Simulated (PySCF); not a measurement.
**KBr₂⁻: double against triple zeta**

Base calculation in PySCF with density fitting and no spin–orbit coupling, PBE0/def2-SVPD (no relativity): singlet, D∞h, K–Br 3.032 Å (×2); wavenumbers 32 (×2), 97, 199 cm⁻¹; gap between the highest occupied and lowest empty levels 5.14 eV, polar-tensor charge of K 0.83 e.

Question: What changes on going to PBE0/def2-TZVPD (no relativity)?

Answer: The point group stays the same. Changes: mean bond to K -0.003 Å, highest wavenumber 0 cm⁻¹, lowest wavenumber +2 cm⁻¹, gap between the highest occupied and lowest empty levels +0.10 eV, polar-tensor charge of K 0.00 e. The new structure has K–Br 3.029 Å (×2), with wavenumbers 34 (×2), 97, 199 cm⁻¹.

Modes under 40 cm⁻¹ make the shape and entropy of KBr₂⁻ uncertain. Only the bonding shown was studied: isomers, or loss of a ligand pair, can lie lower.
